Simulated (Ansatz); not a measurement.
A first, cheap relaxation of `NB([SeH])CO`.

```yaml
crystal:
  periodic: [false, false, false]
  atoms:
    - {symbol: N, position_ang: [-0.113900, 0.668000, 1.504600]}
    - {symbol: B, position_ang: [0.406600, -0.203200, 0.415500]}
    - {symbol: Se, position_ang: [2.062100, -1.231200, 0.779600]}
    - {symbol: C, position_ang: [-0.216100, -0.332100, -1.016100]}
    - {symbol: O, position_ang: [-1.428900, 0.460100, -1.115500]}
    - {symbol: H, position_ang: [-0.220800, 1.690500, 1.087900]}
    - {symbol: H, position_ang: [-1.110900, 0.396700, 1.692600]}
    - {symbol: H, position_ang: [2.980200, -0.052700, 0.247800]}
    - {symbol: H, position_ang: [-0.544100, -1.393000, -1.153800]}
    - {symbol: H, position_ang: [0.435800, -0.022100, -1.766900]}
    - {symbol: H, position_ang: [-2.184600, -0.038100, -0.655100]}
basis:
  gaussian: {orbitals: def2-SVP}
hamiltonian: {xc: pbe, dispersion: d4}
relax: {f_tol: 0.03, max_steps: 200}
```

```sh
$ ansatz run in.yaml --threads 4 --pin off --events-out ev --progress --plain --max-ram 10444MiB
```

It prints (some lines left out):

```
Functional definition: PBE
mean field -70669.01590699 eV, -2597.0384334023 hartree, gradient 1.6e-5 eV, S^2 0.000000; 0 other end points of the search recorded, 0 dependent functions left out
relax step   1: F+E_penalty+E_count = -70669.24634059 eV  Δ(F+E_penalty+E_count) = +0.000e0 eV  max|allowed force component| = 3.327e0 eV/Å  Δτ_max = 0.0000 Å  (31 SCF iters, accepted)
mean field -70669.47764500 eV, -2597.0554019612 hartree, gradient 7.5e-6 eV, S^2 0.000000; 0 other end points of the search recorded, 0 dependent functions left out
relax step   2: F+E_penalty+E_count = -70669.70625615 eV  Δ(F+E_penalty+E_count) = -4.599e-1 eV  max|allowed force component| = 1.283e0 eV/Å  Δτ_max = 0.1901 Å  (35 SCF iters, accepted)
mean field -70669.70233254 eV, -2597.0636590761 hartree, gradient 7.8e-6 eV, S^2 0.000000; 0 other end points of the search recorded, 0 dependent functions left out
relax step   3: F+E_penalty+E_count = -70669.93042076 eV  Δ(F+E_penalty+E_count) = -2.242e-1 eV  max|allowed force component| = 1.263e0 eV/Å  Δτ_max = 0.1983 Å  (35 SCF iters, accepted)
mean field -70669.93886812 eV, -2597.0723515984 hartree, gradient 9.4e-6 eV, S^2 0.000000; 0 other end points of the search recorded, 0 dependent functions left out
relax step   4: F+E_penalty+E_count = -70670.16775090 eV  Δ(F+E_penalty+E_count) = -2.373e-1 eV  max|allowed force component| = 9.804e-1 eV/Å  Δτ_max = 0.1904 Å  (29 SCF iters, accepted)
mean field -70670.17633963 eV, -2597.0810785154 hartree, gradient 8.2e-6 eV, S^2 0.000000; 0 other end points of the search recorded, 0 dependent functions left out
relax step   5: F+E_penalty+E_count = -70670.40603943 eV  Δ(F+E_penalty+E_count) = -2.383e-1 eV  max|allowed force component| = 1.319e0 eV/Å  Δτ_max = 0.1949 Å  (31 SCF iters, accepted)
mean field -70670.42448610 eV, -2597.0901977301 hartree, gradient 2.3e-5 eV, S^2 0.000000; 0 other end points of the search recorded, 0 dependent functions left out
relax step   6: F+E_penalty+E_count = -70670.65477633 eV  Δ(F+E_penalty+E_count) = -2.487e-1 eV  max|allowed force component| = 1.151e0 eV/Å  Δτ_max = 0.1943 Å  (29 SCF iters, accepted)
mean field -70670.63476331 eV, -2597.0979252747 hartree, gradient 6.6e-6 eV, S^2 0.000000; 0 other end points of the search recorded, 0 dependent functions left out
relax step   7: F+E_penalty+E_count = -70670.86537587 eV  Δ(F+E_penalty+E_count) = -2.106e-1 eV  max|allowed force component| = 9.343e-1 eV/Å  Δτ_max = 0.2000 Å  (29 SCF iters, accepted)
mean field -70670.78989948 eV, -2597.1036264240 hartree, gradient 1.1e-5 eV, S^2 0.000000; 0 other end points of the search recorded, 0 dependent functions left out
relax step   8: F+E_penalty+E_count = -70671.01990698 eV  Δ(F+E_penalty+E_count) = -1.545e-1 eV  max|allowed force component| = 6.386e-1 eV/Å  Δτ_max = 0.1989 Å  (29 SCF iters, accepted)
mean field -70670.89408583 eV, -2597.1074552017 hartree, gradient 1.4e-5 eV, S^2 0.000000; 0 other end points of the search recorded, 0 dependent functions left out
relax step   9: F+E_penalty+E_count = -70671.12334769 eV  Δ(F+E_penalty+E_count) = -1.034e-1 eV  max|allowed force component| = 1.395e0 eV/Å  Δτ_max = 0.1951 Å  (29 SCF iters, accepted)
mean field -70670.97233218 eV, -2597.1103307021 hartree, gradient 2.7e-5 eV, S^2 0.000000; 0 other end points of the search recorded, 0 dependent functions left out
relax step  10: F+E_penalty+E_count = -70671.20052089 eV  Δ(F+E_penalty+E_count) = -7.717e-2 eV  max|allowed force component| = 8.619e-1 eV/Å  Δτ_max = 0.2000 Å  (30 SCF iters, accepted)
mean field -70671.04912562 eV, -2597.1131528089 hartree, gradient 1.9e-5 eV, S^2 0.000000; 0 other end points of the search recorded, 0 dependent functions left out
relax step  11: F+E_penalty+E_count = -70671.27863005 eV  Δ(F+E_penalty+E_count) = -7.811e-2 eV  max|allowed force component| = 6.042e-1 eV/Å  Δτ_max = 0.1950 Å  (30 SCF iters, accepted)
mean field -70671.09527264 eV, -2597.1148486807 hartree, gradient 1.1e-5 eV, S^2 0.000000; 0 other end points of the search recorded, 0 dependent functions left out
relax step  12: F+E_penalty+E_count = -70671.32582521 eV  Δ(F+E_penalty+E_count) = -4.720e-2 eV  max|allowed force component| = 5.612e-1 eV/Å  Δτ_max = 0.2000 Å  (30 SCF iters, accepted)
mean field -70671.12715250 eV, -2597.1160202440 hartree, gradient 1.1e-5 eV, S^2 0.000000; 0 other end points of the search recorded, 0 dependent functions left out
relax step  13: F+E_penalty+E_count = -70671.35748633 eV  Δ(F+E_penalty+E_count) = -3.166e-2 eV  max|allowed force component| = 5.610e-1 eV/Å  Δτ_max = 0.2000 Å  (30 SCF iters, accepted)
mean field -70671.14484394 eV, -2597.1166703922 hartree, gradient 5.1e-6 eV, S^2 0.000000; 0 other end points of the search recorded, 0 dependent functions left out
relax step  14: F+E_penalty+E_count = -70671.37507201 eV  Δ(F+E_penalty+E_count) = -1.759e-2 eV  max|allowed force component| = 2.288e-1 eV/Å  Δτ_max = 0.2000 Å  (29 SCF iters, accepted)
mean field -70671.12176580 eV, -2597.1158222865 hartree, gradient 6.9e-6 eV, S^2 0.000000; 0 other end points of the search recorded, 0 dependent functions left out
relax step  15: F+E_penalty+E_count = -70671.35203179 eV  Δ(F+E_penalty+E_count) = +2.304e-2 eV  max|allowed force component| = 2.275e-1 eV/Å  Δτ_max = 0.1754 Å  (29 SCF iters, rejected (line search))
mean field -70671.15451832 eV, -2597.1170259192 hartree, gradient 2.4e-5 eV, S^2 0.000000; 0 other end points of the search recorded, 0 dependent functions left out
relax step  16: F+E_penalty+E_count = -70671.38503302 eV  Δ(F+E_penalty+E_count) = -9.961e-3 eV  max|allowed force component| = 6.434e-2 eV/Å  Δτ_max = 0.0514 Å  (29 SCF iters, accepted)
mean field -70671.15525173 eV, -2597.1170528717 hartree, gradient 2.2e-5 eV, S^2 0.000000; 0 other end points of the search recorded, 0 dependent functions left out
relax step  17: F+E_penalty+E_count = -70671.38562546 eV  Δ(F+E_penalty+E_count) = -5.924e-4 eV  max|allowed force component| = 9.506e-2 eV/Å  Δτ_max = 0.0381 Å  (29 SCF iters, accepted)
mean field -70671.15611861 eV, -2597.1170847289 hartree, gradient 2.2e-5 eV, S^2 0.000000; 0 other end points of the search recorded, 0 dependent functions left out
relax step  18: F+E_penalty+E_count = -70671.38655840 eV  Δ(F+E_penalty+E_count) = -9.329e-4 eV  max|allowed force component| = 3.416e-2 eV/Å  Δτ_max = 0.0148 Å  (30 SCF iters, accepted)
mean field -70671.15618820 eV, -2597.1170872862 hartree, gradient 2.2e-5 eV, S^2 0.000000; 0 other end points of the search recorded, 0 dependent functions left out
relax step  19: F+E_penalty+E_count = -70671.38658122 eV  Δ(F+E_penalty+E_count) = -2.282e-5 eV  max|allowed force component| = 2.757e-2 eV/Å  Δτ_max = 0.0062 Å  (31 SCF iters, accepted)
mean field -70671.15618820 eV, -2597.1170872862 hartree, gradient 2.2e-5 eV, S^2 0.000000; 1 other end points of the search recorded, 0 dependent functions left out
Total energy: -70671.38661371 eV, -2597.1255552674 hartree
Atom 0 at    -0.043664     0.776213     1.133099 Å, force     0.025404    -0.020300     0.000841 eV/Å
Atom 1 at     0.454651    -0.126255     0.184913 Å, force    -0.027573     0.016775     0.020134 eV/Å
Atom 2 at     2.088991    -1.205158     0.423526 Å, force    -0.005162     0.016328     0.004547 eV/Å
Atom 3 at    -0.357906    -0.267097    -1.183768 Å, force     0.002207     0.003376    -0.011206 eV/Å
Atom 4 at    -1.664494     0.327424    -1.120444 Å, force     0.015327    -0.002597     0.017296 eV/Å
Atom 5 at    -0.875506     1.318791     0.882014 Å, force     0.000728     0.002837    -0.006879 eV/Å
Atom 6 at     0.369824     0.995983     2.037050 Å, force    -0.002556     0.005289     0.007962 eV/Å
Atom 7 at     2.488824    -0.600119     1.721195 Å, force    -0.007257    -0.005042    -0.011043 eV/Å
Atom 8 at    -0.398476    -1.321267    -1.550594 Å, force     0.003141    -0.025276    -0.011051 eV/Å
Atom 9 at     0.196210     0.286442    -1.974743 Å, force     0.004425     0.005019    -0.011428 eV/Å
Atom 10 at    -2.193055    -0.242056    -0.531649 Å, force    -0.008683     0.003593     0.000827 eV/Å
Dipole moment:    -0.199764     0.131691     0.424276 e Å
```

Run time 30 s (4 threads of an Arm Neoverse V2 on a shared host); peak host memory 0.19 GiB.
